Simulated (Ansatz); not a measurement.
M(NH2)2 with several metals: binding per atom (eV) at several levels, gas phase, relaxed structures; Ansatz. Binding counts from free atoms in the multiplicity of their measured ground term, without zero-point energy. Singlets are spin-restricted. Names give formal oxidation states. A dash marks a value that wasn't run or was left out as unsound. The structures are stationary points that may keep the symmetry of their start. Remarks come from the PBE and PBE0 runs and from stability tests at other levels; not every state was tested.

```csv
species,state,geometry,HF/def2-TZVP,revPBE-D4/def2-TZVP,PBE0-D4/def2-SVP,r2SCAN0-D4/def2-TZVP,ωB97M-V/def2-TZVP,remarks
Mn(NH2)2 (MnN2H4),sextet,r2SCAN-D4/def2-TZVP,1.91,3.19,3.09,–,3.11,–
Co(NH2)2 (CoN2H4),quartet,PBE0-D4/def2-TZVP,1.91,3.16,3.13,3.08,3.19,–
Fe(NH2)2 (FeN2H4),quintet,PBE0-D4/def2-TZVP,1.96,3.20,3.14,3.10,3.18,–
Ni(NH2)2 (NiN2H4),triplet,r2SCAN-D4/def2-TZVP,1.89,–,3.14,3.06,3.14,lower spin may lie lower
Cr(NH2)2 (CrN2H4),quintet,PBE0-D4/def2-TZVP,1.88,3.17,3.08,3.00,3.15,–
Cu(NH2)2 (CuN2H4),doublet,r2SCAN-D4/def2-TZVP,–,3.05,3.01,2.92,–,–
```

(1) Estimate the column for PBE0-D4/def2-TZVP.

(1) Mn(NH2)2 (MnN2H4) 3.13; Co(NH2)2 (CoN2H4) 3.15; Fe(NH2)2 (FeN2H4) 3.18; Ni(NH2)2 (NiN2H4) 3.11; Cr(NH2)2 (CrN2H4) 3.10; Cu(NH2)2 (CuN2H4) 2.99.
